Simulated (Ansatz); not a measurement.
A structure relaxed at PBE0-D4/def2-TZVP, charge 0, multiplicity 1:

Cartesian coordinates in Å:
```
N 0.2127 -1.6594 1.2066
C -0.2851 -0.7920 0.4662
O -1.0672 -0.6399 -0.6074
C -0.4691 0.5749 0.0860
Zn 0.8561 1.5496 -0.9048
F 2.0482 2.4449 -1.8088
H -0.0639 -2.5982 0.9227
H -1.2317 1.1201 0.6395
```

**Question.** Give its formula and SMILES.

**Answer.** C2H2FNOZn, `N=C1O[CH]1[Zn][F]`.

**Question.** Summarise the bond lengths by kind.

**Answer.** 1 × C–N 1.244 Å; 1 × H–N 1.019 Å; 2 × C–O 1.337 to 1.521 Å; 1 × C–C 1.431 Å; 1 × C–Zn 1.920 Å; 1 × C–H 1.089 Å; 1 × F–Zn 1.744 Å.

Results of the Gaussian-basis code of Ansatz.
